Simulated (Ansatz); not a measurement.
Cost and result up the ladder for B5 (5 atoms). Total charge 0; doublet. Geometry: PBE-D4/def2-SVP.

Cartesian coordinates in Å:
```
B -1.283 -1.041 0.099
B 1.005 1.002 0.852
B 0.822 0.544 -0.659
B -0.222 -0.025 0.744
B -0.322 -0.480 -1.036
```

Ansatz on 4 threads of Arm Neoverse N1 on a shared host. Times are rough, and most runs start from the orbitals of an earlier one. No level here is sound enough to serve as a yardstick. Binding counts from free atoms at the same level (B doublet; other spins of the atoms weren't run), without zero-point energy or a counterpoise term.

Correlated methods freeze 5 core orbitals. The structure comes from a short search, and lower isomers may exist.

Run but left out: HF/STO-3G, HF/def2-TZVP, LC-ωPBE/def2-TZVP, PBE-QIDH/def2-TZVP, MP2/def2-TZVP, CCSD(T)/def2-TZVPP (⟨S²⟩ 1.15 to 1.66, where a pure state has 0.75).

Correlated methods converge slowly with the basis.

| level | functions | binding energy per atom (eV) | remarks |
| --- | --- | --- | --- |
| r2SCAN-D4/def2-TZVPD | 185 | 4.08 | spin-contaminated (⟨S²⟩ 1.01) |
| PBE0-D4/def2-SVP | 70 | 4.12 | spin-contaminated (⟨S²⟩ 0.98) |
| PBE-D4/def2-TZVP | 155 | 4.19 | spin-contaminated (⟨S²⟩ 0.86) |
| PBE-D4/def2-TZVPD | 185 | 4.19 | spin-contaminated (⟨S²⟩ 0.86) |
| RPA@PBE/def2-TZVP | 155 | 3.29 | spin-contaminated (⟨S²⟩ 0.86) |
| ωB97M-V/def2-TZVP | 155 | 3.79 | spin-contaminated (⟨S²⟩ 0.94) |
| r2SCANh-D4/def2-TZVP | 155 | 4.02 | spin-contaminated (⟨S²⟩ 1.05) |
| r2SCAN-D4/def2-TZVP | 155 | 4.08 | spin-contaminated (⟨S²⟩ 1.01) |
| PBE0-D4/def2-TZVP (with forces) | 155 | 4.03 | spin-contaminated (⟨S²⟩ 0.98) |
| PBE-D4/def2-SVP | 70 | 4.26 | spin-contaminated (⟨S²⟩ 0.86) |
| PBE0-D4/def2-TZVPD | 185 | 4.03 | spin-contaminated (⟨S²⟩ 0.98) |

Task: Estimate how long each takes.

Result: PBE-D4/def2-SVP 1.1 s; PBE0-D4/def2-SVP 1.2 s; PBE-D4/def2-TZVP 2.7 s; PBE0-D4/def2-TZVP (with forces) 3.5 s; RPA@PBE/def2-TZVP 3.6 s; PBE-D4/def2-TZVPD 4.1 s; PBE0-D4/def2-TZVPD 4.3 s; r2SCAN-D4/def2-TZVP 4.9 s; r2SCANh-D4/def2-TZVP 6 s; r2SCAN-D4/def2-TZVPD 7 s; ωB97M-V/def2-TZVP 9 s. On shared hardware such times vary by a factor of up to 3.
